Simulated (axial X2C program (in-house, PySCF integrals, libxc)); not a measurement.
Which molecule has these constants?

All values come from calculations with an in-house relativistic program for diatomic molecules, spin-free (one-electron X2C) or two-component (2c: spin–orbit coupling with atomic mean-field Coulomb and Gaunt terms, which also bring small scalar terms), in Dyall basis sets with cores contracted in-house; open shells are unrestricted.

A two-component PBE0 calculation in a Dyall 3-zeta basis gave Re = 2.729 Å, ωe = 216.2 cm⁻¹, De = 3.78 eV, dipole magnitude 4.67 D, Ω = 1/2.

Question: Which molecule is it?
A. SrBr
B. BeBr
C. MgBr
D. CaBr

Answer: A. The others have MgBr 2.360 Å and 365.7 cm⁻¹ (Ω = 1/2); CaBr 2.586 Å and 286.3 cm⁻¹ (Ω = 1/2); BeBr 1.955 Å and 710.5 cm⁻¹ (Ω = 1/2).

Each entry is the lowest single determinant of a limited PBE0 search at one distance. De goes to single-determinant-based atoms at the same level (for ions the charge split of lowest energy) and is withheld (n/a) where an atom does not fit its ground term or J level. Main or longest-lived isotopes. The functionals have no current term, which raises determinants with orbital currents.
